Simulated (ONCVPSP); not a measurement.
## Scattering properties, ONCV potential for In (Z = 49)

indium (In), optimised norm-conserving Vanderbilt (ONCV), made with ONCVPSP 4.0.1 (PBEsol, fully relativistic). Core [Kr] 4d10, reference 5s2 5p1. Waves: 5s: rc 2.00 bohr, ncon 4, nbas 7, qcut 2.5 1/bohr, 1 projector; 5p: rc 2.00 bohr, ncon 4, nbas 8, qcut 4.8 1/bohr, local. Local part: the p channel. Core correction: none.

Open shells are filled in proportion to 2j + 1.

The phase is arctan(r·R′/R) of the radial function R(r), unwrapped; energies in Ha, scanned from -2 to 5 Ha. A pole is an energy at which the radial function vanishes at the test radius. The pseudo phase is shifted by a multiple of π to meet the all-electron one at the reference energy, and phase errors are pseudo minus all-electron; the curves can meet again beyond the range given. Levels narrower than the energy grid can be missing from the lists of poles.

Q: For each channel, where are the poles, and over which energies does the pseudopotential scatter like the atom?

A:

```tsv
channel	radius (bohr)	reference energy (Ha)	poles, all-electron	poles, pseudo	unbroken range about the reference energy with phases within 0.05 rad	phase error 1 Ha above the reference energy (rad)
s	2.04	-0.30	2.00	0.25, 3.31	-0.7 to 0.0	-2.950
p3/2	2.04	-0.09	2.99	2.06	not even at the reference energy	-0.070
p1/2	2.04	-0.10	2.79	2.06	not even at the reference energy	-0.010
```

Phases in the s channel:

```csv
E (Ha),all-electron,pseudo
-1.98,1.135,1.096
-1.80,1.089,1.045
-1.62,1.030,0.981
-1.44,0.953,0.897
-1.26,0.846,0.784
-1.08,0.695,0.627
-0.90,0.476,0.409
-0.72,0.170,0.117
-0.54,-0.203,-0.226
-0.36,-0.556,-0.558
-0.18,-0.827,-0.834
0.00,-1.016,-1.063
0.18,-1.147,-1.337
0.36,-1.242,-3.197
0.54,-1.312,-4.168
0.72,-1.367,-4.324
0.90,-1.410,-4.405
1.08,-1.446,-4.460
1.26,-1.477,-4.502
1.44,-1.504,-4.536
1.62,-1.527,-4.564
1.80,-1.548,-4.587
1.98,-1.568,-4.608
2.16,-1.587,-4.626
2.34,-1.605,-4.643
2.52,-1.623,-4.657
2.70,-1.641,-4.671
2.88,-1.660,-4.684
3.06,-1.679,-4.696
3.24,-1.701,-4.708
3.42,-1.724,-4.719
3.60,-1.751,-4.730
3.78,-1.782,-4.741
3.96,-1.820,-4.752
4.14,-1.867,-4.763
4.32,-1.930,-4.775
4.50,-2.016,-4.788
4.68,-2.143,-4.801
4.86,-2.341,-4.816
```
